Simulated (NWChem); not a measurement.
System: SiH₂O, singlet; SMILES O[SiH]

```xyz
4

Si     0.1464    -0.6412     0.0000
H     -1.4122    -0.8561     0.0000
O      0.1406     1.0489     0.0000
H     -0.7300     1.4890     0.0000
```
Atoms are numbered in this order, from 1.

Results from NWChem. Low-valent species are run as closed-shell singlets; no triplet was tried in these runs. All runs use the structure optimised with PBE-D3(BJ)/def2-SVP. Level: B3LYP/def2-SVP with SMD (1 M gas to 1 M solution), gas-phase geometry. Reactions with the solvent are ignored.

Q: What does the run give for solvent acetone? Quantities: solvation free energy (kcal/mol); cavity-dispersion-structure term (kcal/mol); dipole in solution (D).

A: The solvation free energy (kcal/mol) is -4.3. The cavity-dispersion-structure term (kcal/mol) comes out as -1.1 and the dipole in solution (D) comes out as 1.88.
